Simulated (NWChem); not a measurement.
System: K cation

Input file for NWChem:

```
start job
memory heap 200 mb stack 900 mb global 1100 mb
charge 1
geometry units angstroms noautoz
  K      0.000000     0.000000     0.000000
end
basis spherical
  * library 6-31g*
end
dft
  xc xpbe96 cpbe96
  iterations 150
  mulliken
end
task dft energy
```

Output (shortened):

```
             Northwest Computational Chemistry Package (NWChem) 7.3.0
             --------------------------------------------------------

                             Geometry "geometry" -> ""
                             -------------------------

 Output coordinates in angstroms (scale by  1.889725989 to convert to a.u.)

  No.       Tag          Charge          X              Y              Z
 ---- ---------------- ---------- -------------- -------------- --------------
    1 K                   19.0000     0.00000000     0.00000000     0.00000000

 Effective nuclear repulsion energy (a.u.)       0.0000000000

  pbe96 is a nonlocal functional; adding pw91lda local functional.

                                 NWChem DFT Module
                                 -----------------

 Summary of "ao basis" -> "ao basis" (spherical)
 ------------------------------------------------------------------------------
       Tag                 Description            Shells   Functions and Types
 ---------------- ------------------------------  ------  ---------------------
 K                           6-31g*                 10       22   5s4p1d

            General Information
            -------------------
          SCF calculation type: DFT
          Wavefunction type:  closed shell.
          No. of atoms     :     1
          No. of electrons :    18
           Alpha electrons :     9
            Beta electrons :     9
          Charge           :     1
          Spin multiplicity:     1
          Use of symmetry is: off; symmetry adaption is: off
          Maximum number of iterations: 150
          AO basis - number of functions:    22
                     number of shells:    10
          Convergence on energy requested:  1.00D-06
          Convergence on density requested:  1.00D-05
          Convergence on gradient requested:  5.00D-04

              XC Information
              --------------
          PerdewBurkeErnzerhof Exchange Functional  1.000
            Perdew 1991 LDA Correlation Functional  1.000 local
           PerdewBurkeErnz. Correlation Functional  1.000 non-local

             Grid Information
             ----------------
          Grid used for XC integration:  medium
          Radial quadrature: Mura-Knowles
          Angular quadrature: Lebedev.
          Tag              B.-S. Rad. Rad. Pts. Rad. Cut. Ang. Pts.
          ---              ---------- --------- --------- ---------
          K                   2.20      112          13.0       590
          Grid pruning is: on
          Number of quadrature shells:   112
          Spatial weights used:  Erf1

      Superposition of Atomic Density Guess
      -------------------------------------

 Sum of atomic energies:        -599.11896522

 Renormalizing density from      19.00 to     18

      Non-variational initial energy
      ------------------------------

 Total energy =    -578.747736
 1-e energy   =    -780.387425
 2-e energy   =     201.639689
 HOMO         =      -1.641786
 LUMO         =      -0.289146

     ---------------------------------------------
      Total Density - Mulliken Population Analysis
     ---------------------------------------------

    Atom       Charge   Shell Charges
 -----------   ------   -------------------------------------------------------
    1 K   19    18.00   2.00  2.00  6.00  2.01  6.07 -0.02 -0.09  0.01  0.02  0.00

   convergence    iter        energy       DeltaE   RMS-Dens  Diis-err
 ---------------- ----- ----------------- --------- --------- ---------
 d= 0,ls=0.0,diis     1   -599.4778093590 -5.99D+02  2.34D-02  8.69D-02
 d= 0,ls=0.0,diis     2   -599.4908452581 -1.30D-02  1.86D-03  4.00D-04
 d= 0,ls=0.0,diis     3   -599.4909385407 -9.33D-05  7.05D-05  5.85D-07
 d= 0,ls=0.0,diis     4   -599.4909386824 -1.42D-07  1.89D-07  5.39D-12

         Total DFT energy =     -599.490938682447
      One electron energy =     -819.549619477933
           Coulomb energy =      253.150051223207
    Exchange-Corr. energy =      -33.091370427721
 Nuclear repulsion energy =        0.000000000000

 Numeric. integr. density =       18.000000000014

                       DFT Final Molecular Orbital Analysis
                       ------------------------------------

 Vector    7  Occ=2.000000D+00  E=-9.233467D-01
              MO Center= -2.6D-16,  7.3D-17, -2.2D-17, r^2= 6.8D-01
   Bfn.  Coefficient  Atom+Function         Bfn.  Coefficient  Atom+Function
  ----- ------------  ---------------      ----- ------------  ---------------
     9      1.031814  1 K  pz                 5     -0.317356  1 K  pz
     7     -0.130495  1 K  px                 8      0.122849  1 K  py
     3      0.040136  1 K  px                 4     -0.037785  1 K  py

 Vector    8  Occ=2.000000D+00  E=-9.233467D-01
              MO Center= -2.5D-16,  6.6D-17,  2.9D-17, r^2= 6.8D-01
   Bfn.  Coefficient  Atom+Function         Bfn.  Coefficient  Atom+Function
  ----- ------------  ---------------      ----- ------------  ---------------
     7      1.035896  1 K  px                 3     -0.318612  1 K  px
     9      0.138898  1 K  pz                 8     -0.066237  1 K  py
     5     -0.042721  1 K  pz

 Vector    9  Occ=2.000000D+00  E=-9.233467D-01
              MO Center= -5.9D-17, -4.2D-16,  6.7D-17, r^2= 6.8D-01
   Bfn.  Coefficient  Atom+Function         Bfn.  Coefficient  Atom+Function
  ----- ------------  ---------------      ----- ------------  ---------------
     8      1.037921  1 K  py                 4     -0.319235  1 K  py
     9     -0.113262  1 K  pz                 7      0.081554  1 K  px
     5      0.034836  1 K  pz                 3     -0.025084  1 K  px

 Vector   10  Occ=0.000000D+00  E=-2.158842D-01
              MO Center= -1.5D-15,  4.1D-17, -8.6D-17, r^2= 6.3D+00
   Bfn.  Coefficient  Atom+Function         Bfn.  Coefficient  Atom+Function
  ----- ------------  ---------------      ----- ------------  ---------------
    10      1.130063  1 K  s                  6      0.196001  1 K  s
    14     -0.127820  1 K  s                  2      0.102055  1 K  s

 Vector   11  Occ=0.000000D+00  E=-1.280159D-01
              MO Center= -1.4D-15, -2.7D-15,  4.4D-15, r^2= 1.0D+01
   Bfn.  Coefficient  Atom+Function         Bfn.  Coefficient  Atom+Function
  ----- ------------  ---------------      ----- ------------  ---------------
    11      0.766174  1 K  px                12     -0.568900  1 K  py
     7     -0.198805  1 K  px                 8      0.147617  1 K  py
    15      0.072001  1 K  px                16     -0.053463  1 K  py
     3      0.047255  1 K  px                 4     -0.035088  1 K  py

 Vector   12  Occ=0.000000D+00  E=-1.280159D-01
              MO Center=  8.5D-16,  3.5D-16, -2.6D-16, r^2= 1.0D+01
   Bfn.  Coefficient  Atom+Function         Bfn.  Coefficient  Atom+Function
  ----- ------------  ---------------      ----- ------------  ---------------
    12      0.744347  1 K  py                11      0.557311  1 K  px
    13      0.215157  1 K  pz                 8     -0.193142  1 K  py
     7     -0.144610  1 K  px                16      0.069950  1 K  py
     9     -0.055829  1 K  pz                15      0.052373  1 K  px
     4      0.045909  1 K  py                 3      0.034373  1 K  px

     ---------------------------------------------
      Total Density - Mulliken Population Analysis
     ---------------------------------------------

    Atom       Charge   Shell Charges
 -----------   ------   -------------------------------------------------------
    1 K   19    18.00   2.00  2.00  6.00  2.00  6.01 -0.00 -0.01  0.00  0.00  0.00

     -------------------------------------------
      Total Density - Lowdin Population Analysis
     -------------------------------------------

    Atom       Charge   Shell Charges
 -----------   ------   -------------------------------------------------------
    1 K   19    18.00   2.00  2.00  6.00  1.96  5.91  0.01  0.09  0.03  0.00  0.00
```

Level: PBE/6-31G* (spherical d).
